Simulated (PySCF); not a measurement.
A calculated (r2SCAN, PySCF 2.14, cc-pV(T+d)Z, the non-relativistic Hamiltonian (point nucleus)) atom or ion has these occupied shells.

```tsv
shell	electrons	orbital energy (eV)	rms radius, mean of both spins (bohr)
1s α	1	-2438.3	0.113
1s β	1	-2437.8	0.113
2s α	1	-241.10	0.522
2s β	1	-240.82	0.522
2p α	3	-185.31	0.493
2p β	3	-184.76	0.493
3s α	1	-40.969	1.71
3s β	1	-37.738	1.71
3p α	2	-29.479	1.89
```

Name the element and its charge.

S²⁺ (sulfur, charge +2), in [Ne] 3s2 3p2, high-spin 3P determinant.
